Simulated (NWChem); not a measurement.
System: SiH4Se2; SMILES [SeH][SiH2][SeH]

The following NWChem deck was run.

```
start job
memory heap 200 mb stack 900 mb global 1100 mb
geometry units angstroms
  Si    -1.066689    -0.132454     0.062622
  Se     0.006611     1.815846     0.589422
  Se     0.385911    -1.765154    -0.614978
  H     -1.762989    -0.537054     1.277422
  H     -1.951389     0.059446    -1.076778
  H      1.204311     1.562046    -0.161578
  H      1.483211    -1.364854     0.218022
end
basis spherical
  * library def2-svp
end
dft
  xc pbe0
  iterations 150
end
driver
  maxiter 120
end
task dft optimize
task dft freq
```

Output (shortened):

```
             Northwest Computational Chemistry Package (NWChem) 7.3.0
             --------------------------------------------------------

 C1  symmetry detected

                             Geometry "geometry" -> ""
                             -------------------------

 Output coordinates in angstroms (scale by  1.889725989 to convert to a.u.)

  No.       Tag          Charge          X              Y              Z
 ---- ---------------- ---------- -------------- -------------- --------------
    1 Si                  14.0000    -1.04580965     0.00190148     0.00321149
    2 Se                  34.0000     0.22901361     1.89931685     0.00106911
    3 Se                  34.0000     0.22932748    -1.89777458    -0.00919661
    4 H                    1.0000    -1.85047185     0.07185818     1.21642981
    5 H                    1.0000    -1.83805490    -0.08692527    -1.21424871
    6 H                    1.0000     1.42487682     1.30363406    -0.52616321
    7 H                    1.0000     1.32138815    -1.36762467     0.75535616

 Effective nuclear repulsion energy (a.u.)     456.6178289018

                                Z-matrix (autoz)
                                --------

 Units are Angstrom for bonds and degrees for angles

[...]

      ----------------------
      Optimization converged
      ----------------------

  Step       Energy      Delta E   Gmax     Grms     Xrms     Xmax
  ---- ---------------- -------- -------- -------- -------- --------
@    7   -5093.68197652 -7.1D-08  0.00002  0.00001  0.00038  0.00090
                                     ok       ok       ok       ok

                                Z-matrix (autoz)
                                --------

 Units are Angstrom for bonds and degrees for angles

[...]

 Rotational Constants
 --------------------
 A=   0.331065 cm-1  (  0.476318 K)
 B=   0.028387 cm-1  (  0.040842 K)
 C=   0.026640 cm-1  (  0.038328 K)

 Temperature                      =   298.15K
 frequency scaling parameter      =   1.0000

 Zero-Point correction to Energy  =   21.355 kcal/mol  (  0.034031 au)
 Thermal correction to Energy     =   25.152 kcal/mol  (  0.040083 au)
 Thermal correction to Enthalpy   =   25.745 kcal/mol  (  0.041027 au)

 Total Entropy                    =   81.581 cal/mol-K
   - Translational                =   41.610 cal/mol-K (mol. weight = 189.8448)
   - Rotational                   =   28.244 cal/mol-K (symmetry #  =        1)
   - Vibrational                  =   11.726 cal/mol-K

 Cv (constant volume heat capacity) =   19.576 cal/mol-K
   - Translational                  =    2.979 cal/mol-K
   - Rotational                     =    2.979 cal/mol-K
   - Vibrational                    =   13.617 cal/mol-K

[normal modes left out]

 ----------------------------------------------------------------------------
 Normal Eigenvalue ||           Projected Infra Red Intensities
  Mode   [cm**-1]  || [atomic units] [(debye/angs)**2] [(KM/mol)] [arbitrary]
 ------ ---------- || -------------- ----------------- ---------- -----------
    1        0.000 ||    0.000000           0.000         0.000       0.000
    2        0.000 ||    0.000000           0.000         0.000       0.000
    3        0.000 ||    0.000000           0.000         0.000       0.000
    4        0.000 ||    0.000000           0.000         0.000       0.000
    5        0.000 ||    0.000001           0.000         0.001       0.000
    6        0.000 ||    0.000005           0.000         0.005       0.002
    7       97.586 ||    0.000023           0.001         0.022       0.007
    8      203.150 ||    0.020032           0.462        19.529       6.530
    9      214.872 ||    0.014316           0.330        13.956       4.667
   10      351.528 ||    0.013061           0.301        12.733       4.258
   11      442.299 ||    0.018882           0.436        18.407       6.155
   12      447.858 ||    0.037510           0.865        36.567      12.227
   13      587.534 ||    0.000896           0.021         0.873       0.292
   14      679.713 ||    0.047856           1.104        46.652      15.600
   15      775.522 ||    0.006131           0.141         5.977       1.999
   16      838.304 ||    0.217892           5.027       212.412      71.028
   17      914.400 ||    0.095106           2.194        92.714      31.002
   18     2238.152 ||    0.082929           1.913        80.844      27.033
   19     2250.686 ||    0.078559           1.812        76.583      25.608
   20     2451.522 ||    0.008475           0.196         8.262       2.763
   21     2451.923 ||    0.002543           0.059         2.479       0.829
 ----------------------------------------------------------------------------
```

Level: PBE0/def2-SVP. This build's default masses of Se (78.918 u) and Br (79.917 u) are each other's, which moves their modes by up to 0.6 %. The printed entropy takes a lower symmetry number than the molecule has.
